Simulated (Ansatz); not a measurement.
Total energies of [Cu(PH3)3]+ (CuP₃H₉⁺) from Ansatz at PBE0-D4/def2-TZVP, gas phase (1 Eh = 27.2114 eV = 2625.5 kJ/mol). The reference geometry is relaxed at B3LYP-D4/def2-SVP.

```xyz
13

Cu    0.0013    0.0019   -0.0011
P    -1.5723    0.3534    1.6601
H    -2.7814    1.0428    1.3926
H    -1.1575    1.0822    2.8032
H    -2.1120   -0.7822    2.3151
P    -0.3204    0.9021   -2.1092
H    -0.6057    2.2874   -2.2051
H    -1.4119    0.4065   -2.8663
H     0.6861    0.8199   -3.1038
P     1.8942   -1.2521    0.4493
H     3.1563   -0.6466    0.2254
H     2.0892   -2.4373   -0.3038
H     2.1341   -1.7779    1.7435
```

```json
{"state": "charge 1 singlet", "geometry": "reference", "energy (Eh)": "-2669.21294"}
{"state": "charge 2 doublet", "geometry": "reference", "energy (Eh)": "-2668.72479"}
{"state": "charge 0 doublet", "geometry": "reference", "energy (Eh)": "-2669.34270"}
```

Question: Work out the vertical ionisation energy to the doublet.

Answer: E(charge 2 doublet) − E(charge 1 singlet) = -2668.72479 − (-2669.21294) = 0.48815 Eh = 13.28 eV. For comparison, −ε of the highest occupied level is 11.59 eV at this level, 1.69 eV less.

Question: Work out the vertical electron affinity, to the doublet.

Answer: E(charge 1 singlet) − E(charge 0 doublet) = -2669.21294 − (-2669.34270) = 0.12976 Eh = 3.53 eV.

Question: Give the fundamental gap IE − EA, the Mulliken electronegativity (IE + EA)/2 and the hardness (IE − EA)/2.

Answer: From the values in Eh: IE − EA = 0.48815 − 0.12976 = 0.35839 Eh = 9.75 eV; (IE + EA)/2 = 8.41 eV; (IE − EA)/2 = 4.88 eV. The HOMO–LUMO gap of the same run is 6.58 eV, 3.17 eV smaller than the fundamental gap.
